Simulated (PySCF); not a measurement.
C₆ coefficients of unlike pairs at UHF

Calculated with PySCF 2.14 from the dipole response of each species, C₆(A,B) = (3/π) ∫ α_A(iu) α_B(iu) du, in atomic units, from isotropic polarisabilities. For ions this is the dispersion term alone; charge-induced terms of lower order in 1/R come first.

```csv
species,configuration,basis,relativity,α (bohr³),C₆ (like pair)
Al,[Ne] 3s2 3p1 (2P),"aug-cc-pV(Q+d)Z with one added diffuse shell each of s, p, d, f, g type (8s7p6d4f3g)",none,61.28,554.6
Sc⁺,[Ar] 3d1 4s1 (3D),aug-cc-pwCVTZ (10s9p7d4f3g),none,78.34,581.8
Tl⁺,[Xe] 4f14 5d10 6s2 (1S),aug-cc-pwCVTZ-PP with ECP60MDF (8s7p6d4f1g),core potential,24.09,194.9
Sn²⁺,[Kr] 4d10 5s2 (1S),aug-cc-pwCVTZ-DK3 (10s9p7d4f1g),spin-free X2C,17.90,103.5
```

(1) Estimate C₆ for Tl⁺ with Al.

No spin-orbit coupling is included.

The other pairs:

```tsv
pair	C₆
Sn²⁺, Sc⁺	212.1
Tl⁺, Sc⁺	287.7
Sn²⁺, Tl⁺	141.9
Sc⁺, Al	556.2
Sn²⁺, Al	220.8
```

Results:

(1) The integral gives 299.8. The combination rule 2 C_A C_B / (C_A α_B/α_A + C_B α_A/α_B) gives 302.8 and the geometric mean 328.8.
